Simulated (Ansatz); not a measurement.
The same ligand exchange along the group B, Al, In.

Gas-phase electronic energies from Ansatz, PBE0-D4/def2-TZVP geometries. CBS: MP2 limit from def2 TZ/QZ plus the TZ coupled-cluster correction, frozen cores. This one scheme is used for every species. def2 core potentials past Kr. For In outer-core shells are correlated without core-valence functions, which leaves a few kJ/mol of doubt a bond. Each species was taken in one conformer, which may not be the lowest.

Question: Order these by ΔE at CCSD(T)/CBS, lowest first. (An estimate is asked.)
A. `OB(S)S` + HCl → `SB(S)Cl` + H₂O
B. `[OH][Al]([SH])[SH]` + HCl → `[SH][Al]([SH])[Cl]` + H₂O
C. `[OH][In]([SH])[SH]` + HCl → `[SH][In]([SH])[Cl]` + H₂O

Answer: C (-21.5 kcal/mol), B (-7.6 kcal/mol), A (+7.0 kcal/mol).

Largest T1 diagnostic: 0.015, for `[OH][In]([SH])[SH]`.
